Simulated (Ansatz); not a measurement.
Stepwise reaction of `F[SiH](Br)Br` with ammonia, as a gas-phase model of exchange steps in deposition or etching. ΔE in kJ/mol; ΔG adds harmonic PBE0-D4 terms to CCSD(T)/CBS, at 1 bar.

Program: Ansatz. Geometries: PBE0-D4/def2-TZVP. ΔE: electronic, gas phase. CCSD(T)/CBS adds triple-zeta CCSD(T) − MP2 to the extrapolated MP2 energy (def2 sets, frozen cores). This one scheme is used for every species. Functionals use def2-TZVPP. B3LYP here is the variant with VWN-RPA as its local correlation; programs differ in this. For Br outer-core shells are correlated without core-valence functions, which leaves a few kJ/mol of doubt a bond. Scalar relativity is left out up to krypton. Each species was taken in one conformer, which may not be the lowest.

| step | reaction | PBE-D4 | B3LYP-D4 | ωB97M-V | CCSD(T)/CBS | ΔG(400 K) |
| --- | --- | --- | --- | --- | --- | --- |
| 1 | `F[SiH](Br)Br` + NH₃ → `N[SiH](F)Br` + HBr | 26.4 | 19.0 | 18.7 | 22.5 | 13.2 |

Question: Give the row of step 2, `N[SiH](F)Br` + NH₃ → `N[SiH](N)F` + HBr. (An estimate is asked.)

Answer: The calculation gave: 
```csv
step,reaction,PBE-D4,B3LYP-D4,ωB97M-V,CCSD(T)/CBS,ΔG(400 K)
2,`N[SiH](F)Br` + NH₃ → `N[SiH](N)F` + HBr,32.5,26.0,27.6,28.8,24.3
```

Question: By hand: ΔE of the 2 steps together at CCSD(T)/CBS.

Answer: (22.5) + (28.8) = 51.3 kJ/mol, or 25.6 kJ/mol a step.

In ΔE each step is higher than the one before. All are uphill at CCSD(T)/CBS. ΔG lies between 13.2 and 24.3 kJ/mol a step. PBE-D4 differs from CCSD(T)/CBS by 3.7 to 3.9 kJ/mol a step. Only this route is followed, and other bonds may react first. Isolated molecules leave out the surface, adducts and barriers. Largest T1 diagnostic: 0.010.
